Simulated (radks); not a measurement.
Results of a calculation; reference values are marked as such.
Excited configurations of Pr45+: one electron is placed in a higher orbital outside [Ne] 3s2 3p1. The ground configuration is [Ne] 3s2 3p2. Level of theory: Dirac Kohn-Sham, PBE, spin-unpolarised, spherical densities, finite nucleus; open shells are shared between the two j in proportion to 2j + 1; Fermi nuclear charge, rms radius 4.8919 fm (a radial shooting solver on a logarithmic mesh with Libxc functionals). Excitation = E - E(ground); binding = E(ion) - E, where the ion is the core of charge +46; n* = 46/sqrt(2 binding) in atomic units. These energies are relativistic, and a one-electron ion of charge +46 with no core already has n* below n in this formula (Dirac formula, point nucleus, mean over j: 3d 2.991, 4s 3.953, 4d 3.988, 4f 3.994, 5d 4.986, 6s 5.949, 6p 5.969, 7s 6.948, 7d 6.983). The quantum defect is therefore taken as that value minus n*, so that it holds no relativistic shift of the bare ion. Eigenvalue and <r> are those of j = l + 1/2.

outer orbital  excitation (eV)  binding (eV)     n*  quantum defect  eigenvalue (eV)  <r> (bohr)
3d                      227.45        3428.7  2.898           0.094          -3361.3      0.2113
4s                      1592.0        2064.1  3.735           0.218          -2040.1      0.4556
4d                      1764.6        1891.5  3.901           0.087          -1860.6      0.4328
4f                      1819.1        1837.0  3.959           0.036          -1804.9      0.3798
5d                      2455.7        1200.5  4.897           0.089          -1184.4      0.7192
6s                      2778.9        877.23  5.729           0.220          -868.76       1.071
6p                      2802.5        853.59  5.808           0.161          -840.46       1.085
7s                      3019.7        636.44  6.726           0.222          -630.38       1.476
7d                      3049.6        606.55  6.889           0.094          -599.44       1.486

The Delta-SCF ionisation energy is 3656.1 eV (NIST Atomic Spectra Database: 3729 eV, theoretical). Self-interaction in the functional shifts the binding energies and quantum defects, so they are the method's values and not measured ones. Spin polarisation and multiplet splitting are left out, so open shells lie too high by an amount that depends on their filling. Sharing an open shell by 2j + 1 raises it above the true ground level by a part of the spin-orbit splitting, which enters the differences from NIST.

Beside tabulated values, note that spin-unpolarised runs miss the spin-polarisation part of the exchange energy of open shells.
